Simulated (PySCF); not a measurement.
## SMILES C=C=CB(F)F, C3H3BF2

Molfile (atoms numbered from 1):
```
C3H3BF2
     RDKit          3D

  9  8  0  0  0  0  0  0  0  0999 V2000
   -1.8654    0.2054   -0.4350 C   0  0  0  0  0  0  0  0  0  0  0  0
   -0.6694   -0.2308   -0.2357 C   0  0  0  0  0  0  0  0  0  0  0  0
    0.5545   -0.6409   -0.0208 C   0  0  0  0  0  0  0  0  0  0  0  0
    1.6435    0.2401    0.6184 B   0  0  0  0  0  0  0  0  0  0  0  0
    2.8778   -0.1914    0.8135 F   0  0  0  0  0  0  0  0  0  0  0  0
    1.4386    1.4830    1.0182 F   0  0  0  0  0  0  0  0  0  0  0  0
   -2.6400    0.0962    0.3056 H   0  0  0  0  0  0  0  0  0  0  0  0
   -2.1436    0.6956   -1.3530 H   0  0  0  0  0  0  0  0  0  0  0  0
    0.8175   -1.6513   -0.3092 H   0  0  0  0  0  0  0  0  0  0  0  0
  1  2  2  0
  2  3  2  0
  3  4  1  0
  4  5  1  0
  4  6  1  0
  1  7  1  0
  1  8  1  0
  3  9  1  0
M  END
```

The calculation used PySCF 2.14.0, TDDFT wB97X-D/def2-SVPD excited states, vertical, gas phase. Geometry: GFN2-xTB.

Singlets 2 and 3 lie within 0.01 eV of each other, so their separate moments and overlaps can depend on how they mix.

Question: How strongly do the lowest singlets absorb one photon, and two photons of half the energy?

Answer: δ for parallel linear polarisation; σ at the peak of a Lorentzian of half width 0.1 eV, single beam; Ω is circular over linear.
| state | E (eV) | f | photon λ (nm) | δ (au) | σ (GM) | Ω | main |
| --- | --- | --- | --- | --- | --- | --- | --- |
| S1 | 5.19 | 0.000 | 477 | 0.1 | 0.00 | 1.49 | HOMO→LUMO 0.98 |
| S2 | 6.69 | 0.099 | 371 | 18.1 | 0.30 | 0.67 | HOMO−1→LUMO+1 0.67, HOMO−1→LUMO 0.29 |
| S3 | 6.70 | 0.213 | 370 | 38.9 | 0.64 | 0.66 | HOMO−1→LUMO 0.62, HOMO−1→LUMO+1 0.31 |
| S4 | 7.77 | 0.037 | 319 | 37.4 | 0.83 | 1.50 | HOMO→LUMO+2 0.75, HOMO→LUMO+3 0.19 |
| S5 | 7.90 | 0.745 | 314 | 3.76 | 0.09 | 0.62 | HOMO→LUMO+1 0.86 |

Among these, the strongest one-photon state is S5, the strongest two-photon state S4, with a dipole change of 1.1 D (relaxed, norm of the difference vector).
